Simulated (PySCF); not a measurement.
SMILES C[CH2][Bi]([OH])[OH] (B3LYP/def2-SVP optimised geometry):

```
12

Bi    -1.248    -0.762     0.000
C      1.075    -0.762     0.000
C      1.673    -0.467    -1.371
H      1.385    -1.752     0.375
H      1.370    -0.014     0.755
H      1.405     0.544    -1.724
H      1.318    -1.186    -2.127
H      2.776    -0.517    -1.357
O     -1.429    -1.137    -2.073
H     -0.905    -0.509    -2.592
O     -1.385     1.347     0.000
H     -0.562     1.752    -0.312
```

Calculation: B3LYP/def2-TZVP, def2 effective core potentials past Kr (PySCF).

Task: What are the frontier orbital energies and the dipole moment?

Result: HOMO-2 -8.11 eV, HOMO-1 -7.87 eV, HOMO -6.99 eV, LUMO -1.09 eV, LUMO+1 -1.07 eV; dipole moment 2.92 D.

On the same geometry PBE/def2-TZVP, def2 effective core potentials past Kr (PySCF) gives HOMO-2 -6.83 eV, HOMO-1 -6.52 eV, HOMO -6.00 eV, LUMO -1.58 eV, LUMO+1 -1.55 eV; dipole moment 2.73 D.
